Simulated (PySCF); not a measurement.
Dipole response of Nb (niobium, neutral)

[Kr] 4d4 5s1, high-spin 6D determinant. Calculation: PySCF 2.14, in aug-cc-pwCVTZ-PP with ECP28MDF (8s8p7d4f3g, 122 functions); scalar relativity through the core potential. Coupled (time-dependent) response in atomic units; α is the mean over directions.

```csv
method,mean α (bohr³),"α xx, yy, zz",C₆ (like pair),S(−4)
UHF,131.8,"131.2, 131.2, 133.1",1600,11490
PBE,91.09,"88.72, 88.72, 95.83",1017,5171
```

S(−4) is the Cauchy moment in α(ω) = α(0) + S(−4) ω² + …

Reference α: 98 ± 8 bohr³ (recommended; Schwerdtfeger and Nagle, table of static dipole polarizabilities (2023 update)). Published C₆: 1140 (Gould and Bucko (2016)).

Spin-orbit coupling is absent.

Hartree-Fock lies above the reference because it lacks correlation, which contracts the outer shell.

α(iu) at UHF:

```json
{"u (hartree)": "0", "α(iu) (bohr³)": "131.8"}
{"u (hartree)": "0.0500", "α(iu) (bohr³)": "108.9"}
{"u (hartree)": "0.100", "α(iu) (bohr³)": "74.03"}
{"u (hartree)": "0.200", "α(iu) (bohr³)": "37.41"}
{"u (hartree)": "0.300", "α(iu) (bohr³)": "23.64"}
{"u (hartree)": "0.500", "α(iu) (bohr³)": "13.11"}
{"u (hartree)": "0.750", "α(iu) (bohr³)": "8.090"}
{"u (hartree)": "1.00", "α(iu) (bohr³)": "5.653"}
{"u (hartree)": "1.50", "α(iu) (bohr³)": "3.283"}
{"u (hartree)": "2.00", "α(iu) (bohr³)": "2.150"}
{"u (hartree)": "3.00", "α(iu) (bohr³)": "1.117"}
{"u (hartree)": "5.00", "α(iu) (bohr³)": "0.4513"}
```

A single London oscillator, α(iu) = α/(1 + u²/ω²), gives C₆ = (3/4) ω α². Matching the computed C₆ needs ω = 4 × 1600 / (3 × 131.8²) = 0.123 hartree.

The components differ because the open shell of this determinant is not spherical; for a pure term their mean is the scalar polarisability.

Energies and moments cover only the electrons outside the core potential.
